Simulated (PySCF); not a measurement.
Isomers of C6H11ClO, mass 134.050 u with the commonest isotopes. Method used: PBE0/pcSseg-1 in PySCF (dipole) on a GFN2-xTB geometry, gas phase. One conformer each, none proved a minimum here; rigid rotors.

Question: Order these by radius of gyration √(Σ m r²/M), largest first.
A. `[CH3:1][CH2:2][C@H:3]([CH3:4])[CH2:5][C:6](=[O:7])[Cl:8]` with C1–C2–C3–C4 -68°, C2–C3–C5–C6 -72°, C3–C5–C6–O7 -11°
B. `[CH3:1][CH2:2][CH2:3][C@H:4]([CH3:5])[C:6](=[O:7])[Cl:8]` with C1–C2–C3–C4 180°, C2–C3–C4–C5 -173°, C3–C4–C6–O7 25°
C. `[CH3:1][CH2:2][C@@H:3]1[CH2:4][O:5][CH2:6][C@@H:7]1[Cl:8]` with C1–C2–C3–C4 -178°, C2–C3–C4–O5 -166°, C3–C4–O5–C6 38°, C4–O5–C6–C7 -20°, O5–C6–C7–Cl8 115°

Answer: A (2.360 Å), B (2.270 Å), C (1.977 Å).

Question: Order these by rotational constant A, largest first.
A. `[CH3:1][CH2:2][C@@H:3]1[CH2:4][O:5][CH2:6][C@@H:7]1[Cl:8]` with C1–C2–C3–C4 -178°, C2–C3–C4–O5 -166°, C3–C4–O5–C6 38°, C4–O5–C6–C7 -20°, O5–C6–C7–Cl8 115°
B. `[CH3:1][CH2:2][C@H:3]([CH3:4])[CH2:5][C:6](=[O:7])[Cl:8]` with C1–C2–C3–C4 -68°, C2–C3–C5–C6 -72°, C3–C5–C6–O7 -11°
C. `[CH3:1][CH2:2][CH2:3][C@H:4]([CH3:5])[C:6](=[O:7])[Cl:8]` with C1–C2–C3–C4 180°, C2–C3–C4–C5 -173°, C3–C4–C6–O7 25° (2-methylvaleryl chloride)

Answer: B (3210 MHz), C (2750 MHz), A (2158 MHz).

Question: Order these by out-of-plane moment Σ m c² = (Ia + Ib − Ic)/2, largest first.
A. `[CH3:1][CH2:2][C@@H:3]1[CH2:4][O:5][CH2:6][C@@H:7]1[Cl:8]` with C1–C2–C3–C4 -178°, C2–C3–C4–O5 -166°, C3–C4–O5–C6 38°, C4–O5–C6–C7 -20°, O5–C6–C7–Cl8 115°
B. `[CH3:1][CH2:2][C@H:3]([CH3:4])[CH2:5][C:6](=[O:7])[Cl:8]` with C1–C2–C3–C4 -68°, C2–C3–C5–C6 -72°, C3–C5–C6–O7 -11°
C. `[CH3:1][CH2:2][CH2:3][C@H:4]([CH3:5])[C:6](=[O:7])[Cl:8]` with C1–C2–C3–C4 180°, C2–C3–C4–C5 -173°, C3–C4–C6–O7 25°

Answer: C (53.58 u·Å²), A (41.07 u·Å²), B (38.23 u·Å²).

```
               SMILES  point group  Ia (u·Å²)  Ib (u·Å²)  Ic (u·Å²)      κ  μa (D)  μb (D)  μc (D)
   CCC[C@H](C)C(=O)Cl           C1     183.76     560.80     637.39  -0.89    1.66    2.16    1.24
CC[C@@H]1COC[C@@H]1Cl           C1     234.18     330.74     482.78  -0.13    0.93    1.03    0.93
   CC[C@H](C)CC(=O)Cl           C1     157.46     627.31     708.32  -0.93    2.20    1.95    0.59
```
